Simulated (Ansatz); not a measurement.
`O=CO[SiH2][NH][AlH2]`, one more setting.

```yaml
crystal:
  periodic: [false, false, false]
  atoms:
    - {symbol: O, position_ang: [2.499456, 0.439790, -0.142618]}
    - {symbol: C, position_ang: [2.360050, -0.747789, 0.435529]}
    - {symbol: O, position_ang: [1.145571, -1.034826, 1.060948]}
    - {symbol: Si, position_ang: [-0.007907, 0.205608, 1.042765]}
    - {symbol: N, position_ang: [-0.617809, 0.471014, -0.466207]}
    - {symbol: Al, position_ang: [-2.145695, 0.110866, -1.392706]}
    - {symbol: H, position_ang: [3.028828, -1.473916, 0.410210]}
    - {symbol: H, position_ang: [-1.048872, -0.692730, 1.514222]}
    - {symbol: H, position_ang: [0.266124, 1.052932, 1.731479]}
    - {symbol: H, position_ang: [0.168713, 1.335300, -0.980562]}
    - {symbol: H, position_ang: [-3.065906, -0.845647, -0.758263]}
    - {symbol: H, position_ang: [-2.302967, 1.002533, -2.737531]}
basis:
  gaussian: {orbitals: cc-pVTZ}
hamiltonian: {xc: {name: HF}}
correlation: {method: mp2, electrons: all}
output: {forces: true}
```

```sh
$ ansatz run in.yaml --threads 4 --pin off --events-out ev --progress --plain --max-ram 10444MiB
```

Shortened log:

```
Functional definition: HF
1594 factors; integrals over basis functions are off by at most 1.1e-3 eV
mean field evaluation 1: about -21121.2299 eV, gradient 5.5e1 eV
mean field evaluation 2: about -21121.5670 eV, gradient 5.6e1 eV
mean field evaluation 4: about -21128.0437 eV, gradient 5.3e0 eV
mean field evaluation 8: about -21128.1557 eV, gradient 5.4e-1 eV
mean field evaluation 16: about -21128.1580 eV, gradient 1.9e-6 eV
mean field -21128.15798425 eV, -776.4454847414 hartree, gradient 1.9e-6 eV, S^2 0.000000; 0 other end points of the search recorded, 0 dependent functions left out
reference -21128.15798425 eV, -776.4454847414 hartree; 31, 31 occupied and 241, 241 virtual orbitals, 1594 factors
second order -33.70812223 eV of doubles, -0.00000000 eV of singles
Total energy: -21161.86610648 eV, -777.6842353850 hartree
Atom 0 at     2.499456     0.439790    -0.142618 Å, force    -0.234919    -5.781438     2.842779 eV/Å
Atom 1 at     2.360050    -0.747789     0.435529 Å, force    -5.762985     8.870731    -1.559985 eV/Å
Atom 2 at     1.145571    -1.034826     1.060948 Å, force     4.074130    -0.090241    -1.103384 eV/Å
Atom 3 at    -0.007907     0.205608     1.042765 Å, force    -4.142590   -12.632039    -7.786974 eV/Å
Atom 4 at    -0.617809     0.471014    -0.466207 Å, force     2.596528     4.672924    -4.202249 eV/Å
Atom 5 at    -2.145695     0.110866    -1.392706 Å, force     1.764437     1.852523    -0.740309 eV/Å
Atom 6 at     3.028828    -1.473916     0.410210 Å, force     2.926433    -3.137005    -0.003736 eV/Å
Atom 7 at    -1.048872    -0.692730     1.514222 Å, force    -0.556925     0.047155     0.906633 eV/Å
Atom 8 at     0.266124     1.052932     1.731479 Å, force     3.910538    11.400559     8.949957 eV/Å
Atom 9 at     0.168713     1.335300    -0.980562 Å, force    -3.371180    -3.573327     1.692224 eV/Å
Atom 10 at    -3.065906    -0.845647    -0.758263 Å, force    -1.126171    -1.136652     0.575036 eV/Å
Atom 11 at    -2.302967     1.002533    -2.737531 Å, force    -0.077296    -0.493192     0.430009 eV/Å
Dipole moment:     0.001718    -0.059782     0.001080 e Å
```

Run time 19 s (4 threads of an Arm Neoverse V1 on a shared host); peak host memory 0.89 GiB.
